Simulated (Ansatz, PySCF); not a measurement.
Gas-phase reaction (SMILES): F[SiH2][SiH3] -> F[SiH-][SiH3] + H+; deprotonation at the site shown.

Structures are relaxed separately at B3LYP-D3(BJ)/def2-TZVP in Ansatz (a quantum-chemistry and plane-wave program). Valence correlation only, unless marked. No spin-orbit coupling. No relativistic terms. Basis-set limits of correlation are two-point, X^-3; Hartree-Fock from the larger set. Anions need diffuse functions, of which def2-TZVPD holds fewer than the aug- sets. Thermal terms are rigid-rotor harmonic-oscillator values from B3LYP-D3(BJ) frequencies (Ansatz or PySCF) at 298.15 K and 1 atm. 1 Eh = 627.5095 kcal/mol. The proton has no electrons: its energy is zero and its thermal terms are those of translation.

```tsv
species	E, CCSD(T)/CBS(aug-cc-pV(T+d)Z,aug-cc-pV(Q+d)Z) (Ansatz) (Eh)	E, r2SCAN-D4/def2-TZVPD (Ansatz + dftd4) (Eh)	H - E (Eh)
F[SiH2][SiH3]	-680.98981	-681.84724	0.05097
F[SiH-][SiH3]	-680.40276	-681.26289	0.03948
H+	0.00000	0.00000	0.00236
```

**Question.** Work out ΔE and ΔH at 298.15 K at the first level, then ΔH at the second.

**Answer.** 
1. ΔE = [(-680.40276) + (0.00000)] - [(-680.98981)] = 0.58705 Eh = 368.4 kcal/mol at CCSD(T)/CBS(aug-cc-pV(T+d)Z,aug-cc-pV(Q+d)Z).
2. The terms H - E add up to -0.00913 Eh, so ΔH = (0.58705 + (-0.00913))×627.5095 = 362.7 kcal/mol.
3. At r2SCAN-D4/def2-TZVPD the same steps give ΔE = 366.7 and ΔH = 361.0 kcal/mol, a shift of -1.7 from the first level.
4. These values are not checked against measurement here, since the tables used lack a sound gas-phase enthalpy of formation for at least one species, or one in the same ion convention.
